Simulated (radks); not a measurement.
Ionisation of neutral thulium, [Xe] 4f13 6s2, to [Xe] 4f13 6s1 as the strength of local exchange is varied. Method: Dirac Kohn-Sham, Slater X-alpha exchange (alpha = 2/3 is LDA exchange), no correlation, spin-unpolarised, spherical densities, point nucleus; open shells fill j = l - 1/2 first; computed with a radial shooting solver on a logarithmic mesh with Libxc functionals.

| alpha | E(Tm) (hartree) | exchange (hartree) | IE (eV) | -e of the level emptied (eV) | <r> of it (bohr) |
|---|---|---|---|---|---|
| 0.582 | -13532.3021 | -236.1082 | 5.411 | 2.858 (6s1/2) | 4.116 |
| 0.667 | -13566.8355 | -271.3777 | 5.801 | 3.202 (6s1/2) | 4.028 |
| 0.68 | -13572.1259 | -276.7888 | 5.864 | 3.258 (6s1/2) | 4.014 |
| 0.875 | -13651.7598 | -358.4962 | 6.857 | 4.169 (6s1/2) | 3.810 |
| 0.964 | -13688.2778 | -396.1243 | 7.342 | 4.622 (6s1/2) | 3.722 |

NIST Atomic Spectra Database: 6.184 eV (measured). The Delta-SCF value meets it near alpha = 0.74. Spin polarisation and multiplet splitting are left out, so open shells lie too high by an amount that depends on their filling.

Beside tabulated values, note that spin-unpolarised runs miss the spin-polarisation part of the exchange energy of open shells.
